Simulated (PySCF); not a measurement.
Spin states of KIn

Unrestricted PBE0; PySCF, spin-free X2C with a Gaussian nucleus, basis sets K x2c-SVPall, In x2c-SVPall. Outer shells of the fragments: K 4s1; In 4d10 5s2 5p1.

Followed along the bond (rough minima from three points):

```csv
2Ms+1,unpaired,⟨S²⟩ at the start,R at minimum (Å),Te (eV)
1,none,0.00,3.76,0.00
3,"σ ↑, π ↑",2.00,3.50,0.02
1,"σ ↓, π ↑",1.01,3.60,0.20
3,π ↑↑,2.00,3.10,0.65
1,π ↑↓,1.01,3.11,0.85
```

Solutions found at the starting distance of 3.335 Å, counted from the lowest of them; the search is not exhaustive and high or unbound solutions are not listed, so other states can lie among these:

```tsv
2Ms+1	unpaired	term	E (eV)	⟨S²⟩	⟨Lz²⟩	μ (D)
3	σ ↑, π ↑	³Π	0.00	2.00	1.00	-6.09
1	none	¹Σ⁺	0.09	0.00	0.00	-3.41
1	σ ↓, π ↑	mixed	0.19	1.01	1.00	-5.19
3	π ↑↑	³Σ⁻	0.67	2.00	0.00	-9.49
1	π ↑↓	mixed	0.86	1.01	2.01	-9.11
3	σ ↑↑	³Σ⁺	0.86	2.00	0.00	4.19
1	none	mixed	1.38	0.00	2.00	-7.78
3	π ↑↑	mixed	2.48	2.00	2.00	1.65
```

A term symbol is given only where ⟨S²⟩ and ⟨Lz²⟩ are close to those of a pure state; real π, δ and φ orbitals otherwise mix terms. A positive dipole means K(−)In(+).

Q: Compare the gap between the two lowest followed solutions at the starting distance with the gap between their minima.

A: At PBE0 the second solution (triplet, unpaired electrons σ ↑, π ↑) lies -0.09 eV from the first (singlet, closed shell) at 3.335 Å and +0.02 eV at the minima; the two curves relax by different amounts, since their minima lie near 3.50 and 3.76 Å. A gap this small is a tie at this level.

Spin–orbit coupling is left out. Counting both spins, an empty level lies below a filled one in some of these solutions, because spin and occupation are held.
